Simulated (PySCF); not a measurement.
CH5MgN, SMILES [CH3][Mg][NH2]. Heavy atoms are numbered as in [Mg:1]([CH3:2])[NH2:6]. Hydrogens are named by the atom that carries them.

Geometry optimised at PBE-D3(BJ)/def2-TZVP. The values are those of a single conformer.

Method: CAM-B3LYP/def2-TZVPD (PySCF).

Mulliken values depend strongly on the basis, most of all with diffuse functions as here. ESP charges are fitted to the potential on shells at 1.4 to 2.0 van der Waals radii. Atomic charges (e), one atom of each kind:

| atom | meta-Löwdin | ESP fit | Mulliken |
|---|---|---|---|
| Mg1 | 1.33 | 1.28 | 0.55 |
| C2 (CH3) | -0.90 | -1.36 | -1.01 |
| H on C2 | 0.10 | 0.26 | 0.23 |
| N6 (NH2) | -1.11 | -1.63 | -0.49 |
| H on N6 | 0.19 | 0.46 | 0.13 |
